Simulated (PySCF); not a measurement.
How methods differ on the excitation energy of Bi

Bi [Xe] 4f14 5d10 6s2 6p3 (4S) → Bi [Xe] 4f14 5d10 6s1 6p4 (4P), as a difference of total energies. All numbers are calculated (PySCF 2.14, the spin-free X2C one-electron Hamiltonian (Gaussian nucleus), in ANO-RCC-VTZP). Correlated levels: valence and next inner shell: [Kr] 4d10 4f14 frozen. The calculations carry no spin-orbit coupling.

```
                                method  excitation energy (eV)
                                   UHF                   9.257
    MP2 (valence and next inner shell)                   9.942
SCS-MP2 (valence and next inner shell)                   9.809
   CCSD (valence and next inner shell)                   9.388
CCSD(T) (valence and next inner shell)                   8.918
```

Question: How much does correlation contribute at CCSD(T) (valence and next inner shell)?

Answer: 8.918 − (9.257) = -0.339 eV, measured against UHF.

Spin-orbit coupling is strong in these open shells (close to jj coupling). The scalar numbers leave it out and a first-order estimate fails, so it can dominate the gap to the real levels.

The upper state lies above the first ionisation limit, where it may autoionise and the basis confines it.

The coupled-cluster amplitudes are large for the upper state (T1 above 0.03 or a double amplitude above 0.15), so a single reference is strained.
